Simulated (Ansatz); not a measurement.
Breaking the Bi1–H2 bond in BiBrH2 (SMILES [Br][BiH2]) (multiplicity 1 held, fragments rigid). Energies count from the point at 1.801 Å.
Geometry at that point (charge 0, multiplicity 1):
```xyz
4

Bi    -0.434    -0.486     0.405
H     -1.899    -0.157    -0.590
H     -0.035    -1.880    -0.664
Br     1.084     1.211    -0.923
```

R- and RO- levels are restricted; in cc, def2 and unpolarised 6-31G sets they are followed outwards from rest. Active spaces are followed from a long bond inwards. Curves can end on different states.

Correlated levels freeze the cores. Filled d and f shells under p-block atoms count as core.

The values were computed with Ansatz (Gaussian basis) for Hartree–Fock, density functionals and correlated methods. Values without a source in brackets are computed. In def2 rows elements past Kr take small-core potentials, without spin–orbit coupling.

Energies in kJ/mol.

```tsv
R (Å)	R-CCSD(T)/def2-SVP	R-CCSDT/def2-SVP	R-CCSDT(Q)/def2-SVP	FIC-MRCISD+Q on CASSCF(2,2)/def2-SVP
1.441	133	134	134	133
1.621	26	26	26	26
1.801	0	0	0	0
1.981	13	13	13	14
2.161	44	44	44	45
2.432	99	99	98	99
2.702	148	147	147	148
3.152	198	200	199	201
3.602	215	224	223	224
4.143	212	234	232	233
4.863	203	237	234	236
5.764	197	237	235	236
```

Doubts at one or more of the structures used: a restricted determinant that unrestricted orbitals would lower (R-CCSD(T)/def2-SVP, R-CCSDT/def2-SVP, R-CCSDT(Q)/def2-SVP); other coupled-cluster roots lie near (R-CCSD(T)/def2-SVP, R-CCSDT/def2-SVP, R-CCSDT(Q)/def2-SVP); T1 above 0.05 (R-CCSD(T)/def2-SVP, R-CCSDT/def2-SVP, R-CCSDT(Q)/def2-SVP).

Ansatz is a quantum-chemistry and plane-wave program.
